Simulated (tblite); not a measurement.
Distances in Å between the heavy atoms of a computed structure (GFN2-xTB; lower triangle, same order across):
```
O1    0.00
C2    1.19  0.00
O3    2.26  1.33  0.00
C4    2.72  2.33  1.38  0.00
C5    4.04  3.54  2.35  1.32  0.00
C6    5.06  4.81  3.75  2.49  1.50  0.00
C7    6.07  5.77  4.68  3.55  2.50  1.55  0.00
O8    7.15  6.70  5.48  4.48  3.23  2.38  1.39  0.00
Si9   7.35  6.89  5.66  4.66  3.39  2.53  2.52  1.64  0.00
O10   5.99  5.69  4.58  3.44  2.38  1.40  2.37  2.44  1.64  0.00
```

Hydrogens: 1 on C2, 1 on C4, 1 on C5, 1 on C6, 2 on C7, 2 on Si9.

Neutral, closed shell.

(1) Which heavy atoms are bonded, and with what formal order?

(2) Write the SMILES.

(3) Which rings does it hold (smallest set)?

(4) Classify the heavy atoms.

## Answers

(1) O1–C2 (double); C2–O3 (single); O3–C4 (single); C4–C5 (double); C5–C6 (single); C6–C7 (single); C7–O8 (single); O8–Si9 (single); Si9–O10 (single); C6–O10 (single).

(2) `O=CO/C=C/C1CO[SiH2]O1`, C5H8O4Si. The mark at the stereocentre is left out: distances alone don't tell a structure from its mirror image. Among its features: ester, C=C double bond and Si–H bond.

(3) C6–C7–O8–Si9–O10 (5 members, 0.09 Å rms from planarity).

(4) O1: ester carbonyl oxygen; C2: ester carbonyl carbon; O3: ester single-bonded oxygen; C4: vinylic carbon bearing oxygen; C5: alkene CH carbon; C6: sp3 carbon bound to oxygen; C7: sp3 carbon bound to oxygen; O8: silyl ether oxygen; Si9: oxygen-bound silicon; O10: silyl ether oxygen.
